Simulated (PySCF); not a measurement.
Se(OH)(OSiH3) (H₄O₂SeSi), SMILES O([Se]O)[SiH3]. Atoms are numbered in the order given.

```xyz
8

Se    -0.1751     0.7405     0.5892
O     -1.8513     0.1335     0.5029
H     -2.1418     0.1990    -0.4171
O      0.7492    -0.7591     0.2095
Si     0.9829    -1.1746    -1.4068
H     -0.3306    -1.2189    -2.1214
H      1.6109    -2.5238    -1.4073
H      1.8694    -0.1859    -2.0892
```
Charge 0, spin multiplicity 1.

Coordinates come from a PBE0-D3(BJ)/def2-SVP optimisation. One conformer was computed; it need not be the lowest.

Level of theory: PBE0-D3(BJ)/def2-SVP in PySCF.

Frequencies are harmonic and unscaled.

Computed normal modes with their intensities:
```tsv
mode	ν (cm⁻¹)	IR (km/mol)	moving atoms (share of kinetic energy)
1	79	0.3	O 56 %, H 23 %, Si 15 %
2	105	0.1	H 83 %, O 15 %
3	144	0.4	Si 39 %, O 28 %, Se 19 %, H 14 %
4	280	6.2	O 76 %, Se 15 %, H 8 %
5	477	87.7	H 85 %, O 10 %
6	565	53.5	O 45 %, H 26 %, Se 18 %, Si 11 %
7	686	59.4	O 76 %, Se 16 %
8	715	71.0	H 78 %, O 12 %, Si 8 %
9	731	77.1	H 69 %, O 20 %, Si 10 %
10	889	307.5	O 73 %, Si 24 %
11	935	73.3	H 96 %
12	945	116.8	H 95 %
13	980	176.2	H 92 %
14	1105	52.5	H 94 %
15	2222	99.4	H 97 %
16	2240	104.7	H 97 %
17	2270	115.2	H 96 %
18	3838	79.0	H 94 %
```
